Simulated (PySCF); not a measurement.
A structure optimised at B3LYP-D3(BJ)/def2-SVP, used in a PySCF frequency run:

```
C
H 1 1.0998
H 1 1.1012 2 109.99
H 1 1.1058 2 106.37 3 -116.55
B 1 1.5583 2 112.40 4 -118.13
F 5 1.3185 1 122.12 2 -142.18
I 5 2.1668 6 116.21 1 178.29
```
Charge 0, spin multiplicity 1.

Problem. Write its SMILES and formula.

Solution. CB(F)I, CH3BFI

Problem. What are its rotational constants (standard atomic weights)?

Solution. 8.7035, 2.0272, 1.6611 GHz
